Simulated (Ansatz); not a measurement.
```yaml
crystal:
  periodic: [false, false, false]
  atoms:
    - {symbol: Ga, position_ang: [-0.744388, 0.264931, -1.172860]}
    - {symbol: Ga, position_ang: [1.698983, 0.041706, 0.601894]}
    - {symbol: Se, position_ang: [0.711616, -1.733416, -0.696261]}
    - {symbol: Se, position_ang: [-1.883055, -0.509524, 0.820578]}
    - {symbol: Se, position_ang: [0.216843, 1.936313, 0.446659]}
basis:
  gaussian: {orbitals: def2-TZVP, initial_orbitals: start.molden}
magnetization: {spin_polarized: true, initial_magnetization: 4}
hamiltonian: {xc: {name: wB97X-V}}
scf: {omitted_lower_state_checks: [starts]}
output: {orbitals: {seedname: orbitals}}
```

The file start.molden holds the orbitals of an earlier run on this structure, at another level or in another basis.

```sh
$ ansatz run in.yaml --threads 4 --pin off --events-out ev --progress --plain --max-ram 4787MiB
```

Question: Does this run fit into the memory that it is given?

Answer: No. It has 240 basis functions, and Ansatz plans for 6 GiB where 5 GiB are given.
